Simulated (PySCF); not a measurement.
# One molecule, several mistakes: ClGeH3OSi

All numbers below are calculated, not measured. The program is PySCF 2.14.0, an open-source quantum chemistry code, run on an isolated molecule that a program drew, which may never have been made. The molecule is ClGeH3OSi (charge 0, singlet), drawn as the SMILES string `[OH][GeH2][Si]Cl`.

Each row is a Hartree-Fock (HF) and frozen-core CCSD(T) single point in the cc-pV(D+d)Z basis, meant for a local HF minimum. Run 1 is clean. Each other run has one planted mistake out of seven kinds, and not every kind appears here: one electron removed, one electron added, multiplicity raised by two, geometry at a saddle point, minimal basis STO-3G, one bond length entered in bohr, all coordinates scaled. The reference is restricted for singlets and unrestricted otherwise, and also for a bond in bohr. Adding or removing an electron swaps singlet and doublet. Electrons count all cores. HOMO and LUMO are orbital energies over both spins, the gradient is its largest component, and the lowest frequency (negative if imaginary) is given only where the gradient is small. Bond lengths are over the 6 bonds as drawn. T1 is the CCSD diagnostic: over 0.02 (restricted) or 0.045 (unrestricted) a single reference is doubtful. Germanium has the cc-pVDZ-PP basis, with a core potential (ECP10MDF) in place of its 10 inner electrons, and its 3s, 3p and 3d shells are frozen in CCSD(T).

Geometry of the clean run:
```xyz
7
ClGeH3OSi, angstrom
O    -0.7125   -0.7972   -0.4437
Ge   -1.5880   -0.1427    0.9774
Si    0.1550    0.2207    2.6776
Cl   -1.1717    0.9594    4.1468
H    -1.2490   -0.9938   -1.1982
H    -2.3029    1.1575    0.5717
H    -2.6527   -1.1593    1.4235
```

| run | electrons | basis functions | <S^2> | HOMO (eV) | LUMO (eV) | gradient (hartree/bohr) | lowest frequency (cm^-1) | mean bond (Å) | longest bond (Å) | T1 | HF (hartree) | CCSD(T) (hartree) | mistake |
|---|---|---|---|---|---|---|---|---|---|---|---|---|---|
| 1 | 74 | 98 | 0.000 | -8.79 | -0.07 | 2.7e-05 | 42 | 1.7318 | 2.462 | 0.0149 | -1118.44803 | -1119.00724 | no fault |
| 2 | 74 | 98 | 1.001 | -7.97 | 0.07 | 5.6e-03 | - | 2.0968 | 4.652 | 0.0166 | -1118.39259 | -1118.92713 | one bond length entered in bohr |
| 3 | 74 | 98 | 0.000 | -8.27 | 0.46 | 1.2e-01 | - | 1.5846 | 2.253 | 0.0129 | -1118.38739 | -1118.93624 | all coordinates scaled |
| 4 | 75 | 98 | 0.772 | -1.80 | 7.16 | 3.1e-02 | - | 1.7318 | 2.462 | 0.0141 | -1118.48182 | -1119.04324 | one electron added |
| 5 | 74 | 98 | 2.015 | -8.22 | -0.54 | 2.0e-02 | - | 1.7318 | 2.462 | 0.0201 | -1118.42452 | -1118.96427 | ? |
| 6 | 73 | 98 | 0.778 | -16.23 | -6.95 | 5.7e-02 | - | 1.7318 | 2.462 | 0.0234 | -1118.15936 | -1118.69976 | ? |

**Which mistake was planted in run 5, and what did it cost?**

Electrons, basis and geometry are unchanged, and <S^2> is 2.015, beside S(S+1) = 2.00 for a multiplicity of 3. So the mistake is: multiplicity raised by two. Subtracting run 1 and multiplying by 627.51 kcal/mol a hartree, the energy moved by 14.8 kcal/mol in HF and 27.0 kcal/mol in CCSD(T).

**Which mistake was planted in run 6, and what did it cost?**

It counts 73 electrons, one fewer than the clean run, at the same geometry and basis. So the mistake is: one electron removed. Subtracting run 1 and multiplying by 627.51 kcal/mol a hartree, the energy moved by 181.1 kcal/mol in HF and 192.9 kcal/mol in CCSD(T).

